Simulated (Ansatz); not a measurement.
Reaction (ligand exchange at the Si–C bond): `N[SiH2]C[SiH](N)Cl` + `N[SiH3]` → `N[SiH](Cl)N[SiH3]` + `C[SiH2]N`

Program: Ansatz. Geometries: PBE0-D4/def2-TZVP. ΔE: electronic, gas phase. CBS: MP2 limit from def2 TZ/QZ plus the TZ coupled-cluster correction, frozen cores. This one scheme is used for every species. Functionals use def2-TZVPP. B3LYP here is the variant with VWN-RPA as its local correlation; programs differ in this. Each species was taken in one conformer, which may not be the lowest.

`N[SiH2]C[SiH](N)Cl`:

Cartesian coordinates in Å:
```
N -0.765 -1.685 -0.194
Si 0.372 -0.975 -1.296
C 1.070 0.616 -0.590
Si -0.057 1.462 0.611
N -0.165 0.535 2.031
Cl -1.885 1.695 -0.388
H -1.695 -1.289 -0.170
H -0.822 -2.692 -0.184
H 1.447 -1.990 -1.464
H -0.206 -0.673 -2.636
H 2.006 0.406 -0.063
H 1.294 1.295 -1.419
H 0.338 2.841 0.979
H -0.590 0.910 2.863
H -0.342 -0.454 1.919
```

`N[SiH3]`:

```xyz
7

N     1.032   -0.094    0.253
Si   -0.656    0.041   -0.048
H     1.614    0.726    0.200
H     1.532   -0.907   -0.070
H    -1.175    1.172    0.765
H    -1.049    0.296   -1.466
H    -1.297   -1.234    0.366
```

`N[SiH](Cl)N[SiH3]`:

Cartesian coordinates in Å:
```
N 0.411 1.401 1.821
Si -0.301 1.029 0.325
Cl -2.246 0.317 0.395
N 0.570 -0.236 -0.420
Si -0.005 -1.605 -1.317
H 0.571 0.683 2.510
H 0.235 2.295 2.252
H -0.381 2.303 -0.421
H 1.575 -0.143 -0.373
H -0.667 -2.614 -0.452
H -0.957 -1.204 -2.383
H 1.196 -2.225 -1.939
```

`C[SiH2]N`:

Z-matrix (Å, degrees):
```
C
Si 1 1.871
H 1 1.093 2 111.2
H 1 1.094 2 110.5 3 119.8
H 1 1.093 2 111.2 3 -120.4
N 2 1.720 1 116.4 3 60.2
H 2 1.489 1 108.4 3 -179.4
H 2 1.489 1 108.4 3 -60.3
H 6 1.007 2 120.7 1 73.7
H 6 1.007 2 120.7 1 -73.5
```

```tsv
level	ΔE (kJ/mol)
r2SCAN-D4	-52.1
B2PLYP	-58.9
PBE	-49.1
PBE0	-52.0
B3LYP	-60.8
CCSD/def2-TZVPP	-56.8
MP2/def2-QZVPP	-54.6
MP2/CBS(def2)	-54.3
```

**Question.** What does CCSD(T)/CBS give? (Estimate.)

**Answer.** The calculation gave: -54.5 kJ/mol. The listed levels differ from it by 2.4, -4.4, 5.4, 2.5, -6.3, -2.3, -0.1, 0.2 kJ/mol.

Largest T1 diagnostic among the species: 0.010.

The D4 term adds +8.0 kJ/mol with B3LYP and +4.6 kJ/mol with PBE0; it sums over pairs of atoms, weighted by their polarisabilities, and B3LYP, whose exchange is more repulsive, gets the larger term. In def2-TZVPP, CCSD(T) changes the Hartree–Fock value by +18.9 kJ/mol (the triples alone add +3.0 kJ/mol) and MP2 by +19.1 kJ/mol.
